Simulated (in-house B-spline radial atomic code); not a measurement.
Inner levels of manganese as electrons are removed. A shift is the extra binding of the orbital against the neutral atom ([Ar] 3d5 4s2). The density at the nucleus is averaged over the nuclear charge. Computed with an all-electron radial atomic-structure program (B-spline basis): Dirac-Hartree-Fock, average of the configuration, finite nuclei.

```
  ion  configuration  shift of 1s1/2 (eV)  radius of 1s1/2 (bohr)  Σ<r²> (bohr²)  change of density at nucleus (bohr⁻³)
Mn17+   [He] 2s2 2p4               736.82                0.060668        0.43863                                -21.407
Mn18+   [He] 2s2 2p3               868.39                0.060587         0.3606                                   29.8
Mn19+   [He] 2s2 2p2              1004.28                  0.0605        0.28836                                 83.157
Mn20+   [He] 2s2 2p1              1144.46                0.060408        0.22136                                 138.68
Mn21+       [He] 2s2                    ?                       ?              ?                                      ?
Mn22+       [He] 2s1                    ?                       ?              ?                                      ?
Mn23+            1s2              1547.09                0.060247      0.0097251                               -1114.78
Mn24+            1s1              1972.92                0.059329      0.0047065                               -6895.41
```

Task: Fill in the row of Mn21+.

Result: shift of 1s1/2 (eV): 1288.92; radius of 1s1/2 (bohr): 0.06031; Σ<r²> (bohr²): 0.15916; change of density at nucleus (bohr⁻³): 196.37.

Task: Fill in the row of Mn22+.

Result: shift of 1s1/2 (eV): 1416.66; radius of 1s1/2 (bohr): 0.060299; Σ<r²> (bohr²): 0.08263; change of density at nucleus (bohr⁻³): -441.31.
